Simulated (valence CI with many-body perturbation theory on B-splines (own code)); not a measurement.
Results of a calculation; reference values are marked as such.
# Ladder of approximations for Si IX

Method: valence CI with perturbative core correlation (CI+MBPT): four valence electrons over a frozen Dirac-Fock core [He], radial functions for each j: 11 s, 11 p, 9 d, 7 f, 5 g, 2 h, 1 i, with the one-electron correlation potential Σ1 (screened to all orders), the two-electron term Σ2, the three-electron term Σ3, Breit, model QED; selected single and double excitations, second order for the rest, scaled by the run's own slope (own B-spline code, finite nucleus).

No measured levels were compared; by estimate levels of excited configurations hold to 0.05 to 0.15 % of their energy, terms of the ground configuration to about 0.5 %.

Each rung adds one term. CI alone is the Dirac-Coulomb CI over the frozen core; QED comes last and gives the full result, which names the levels. Energies are above 2s2.2p2 3P_0 on the same rung, in eV.

```csv
Level,CI alone,Σ1,Σ2,Σ3,Breit,QED,Full
2s2.2p2 3P_1,0.33,+0.002,-0.001,0.000,-0.019,+0.001,0.31
2s2.2p2 3P_2,0.87,+0.004,0.000,0.000,-0.078,+0.002,0.79
2s2.2p2 1D_2,6.63,+0.007,+0.027,-0.024,-0.062,+0.002,6.58
2s2.2p2 1S_0,13.36,+0.003,+0.096,-0.045,-0.029,0.000,13.39
2s.2p3 5S°_2,18.83,-0.123,-0.028,+0.020,-0.042,-0.038,18.61
2s.2p3 3D°_3,36.55,-0.117,-0.053,-0.023,-0.077,-0.038,36.24
2s.2p3 3D°_2,36.51,-0.117,-0.053,-0.023,-0.035,-0.039,36.25
2s.2p3 3D°_1,36.52,-0.117,-0.053,-0.023,-0.025,-0.039,36.26
2s.2p3 3P°_1,42.91,-0.113,-0.027,-0.036,-0.028,-0.038,42.67
2s.2p3 3P°_0,42.90,-0.113,-0.026,-0.036,-0.011,-0.038,42.67
2s.2p3 3P°_2,42.93,-0.113,-0.027,-0.036,-0.037,-0.038,42.68
2s.2p3 1D°_2,55.12,-0.115,-0.202,-0.073,-0.052,-0.040,54.64
2s.2p3 3S°_1,56.05,-0.121,-0.326,-0.080,-0.031,-0.041,55.45
2s.2p3 1P°_1,61.58,-0.111,-0.178,-0.085,-0.029,-0.040,61.14
2p4 3P_2,84.36,-0.235,-0.279,-0.069,-0.018,-0.080,83.68
2p4 3P_1,84.93,-0.233,-0.278,-0.069,-0.027,-0.078,84.24
2p4 3P_0,85.16,-0.232,-0.278,-0.069,-0.042,-0.078,84.46
2p4 1D_2,89.89,-0.229,-0.240,-0.069,-0.039,-0.079,89.23
2p4 1S_0,102.29,-0.216,-0.231,-0.086,+0.003,-0.076,101.68
2s2.2p.3s 3P°_0,200.91,+0.204,-0.001,-0.046,-0.071,+0.014,201.01
2s2.2p.3s 3P°_1,201.13,+0.205,-0.002,-0.046,-0.084,+0.015,201.22
2s2.2p.3s 3P°_2,201.82,+0.208,-0.001,-0.046,-0.131,+0.017,201.86
2s2.2p.3s 1P°_1,203.37,+0.208,-0.024,-0.046,-0.120,+0.016,203.41
2s2.2p.3p 1P_1,210.04,+0.182,-0.011,-0.046,-0.084,+0.005,210.09
2s2.2p.3p 3D_1,210.95,+0.182,-0.010,-0.046,-0.089,+0.005,211.00
2s2.2p.3p 3D_2,211.17,+0.182,-0.011,-0.046,-0.094,+0.005,211.20
2s2.2p.3p 3D_3,211.76,+0.185,-0.011,-0.046,-0.134,+0.007,211.76
2s2.2p.3p 3S_1,212.64,+0.182,-0.008,-0.046,-0.103,+0.005,212.67
2s2.2p.3p 3P_0,213.16,+0.175,-0.024,-0.045,-0.074,+0.003,213.20
2s2.2p.3p 3P_1,213.49,+0.177,-0.023,-0.045,-0.101,+0.004,213.50
2s2.2p.3p 3P_2,213.76,+0.178,-0.024,-0.045,-0.123,+0.004,213.75
```

The middle columns are the shifts that each term adds.

Problem. How does the ionisation energy move along the ladder, and which term matters most?

Solution. CI alone 351.12, + Σ1 351.34, + Σ2 351.33, + Σ3 351.28, + Breit 351.19, + QED 351.20 eV. The largest step is Σ1, 0.23 eV. NIST lists 351.28 ± 0.06 eV (semi-empirical).
